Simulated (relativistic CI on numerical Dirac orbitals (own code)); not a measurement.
Method of calculation: Dirac-Coulomb-Breit CI, separate exchange-only KLI orbitals for each configuration, a model potential for QED, unscaled Slater integrals (own radial code, finite nucleus).

The strongest absorption lines from the ground level of an ion, among the configurations computed and to levels below about 1900 eV (vacuum wavelength in Å, gf): 9.0793 (0.71), 9.5828 (1.6), 9.6523 (0.002), 10.211 (0.11), 10.896 (0.25), 45.215 (1.1), 59.651 (0.33), 76.483 (0.00051).

(1) Which ion is it?
A. La39+
B. Xe36+
C. Xe34+
D. Cd30+

## Answers

(1) B. Xe36+ has 18 electrons and the ground level 3s²3p⁶ ¹S0; the strongest line goes to 3s²3p⁵4d ¹P°1. The pattern of lines fixes the number of electrons, and along that sequence the line energies rise steadily with the charge (about as its square where n changes within one kind of shell, about linearly where n is kept but much faster in heavy ions where fine structure, which grows about as Z⁴, sets the gap, and irregularly where shells cross), which fixes Z. Configurations outside the model, such as inner-shell arrays, can give stronger lines. At this charge energies of transitions that change n are usually good to better than 1 %, and those within a shell (Δn = 0) to a few per cent.

LS names give the leading component of a level, which can be under half, so a name can repeat, a term be missing and a line seem to break the LS rules.
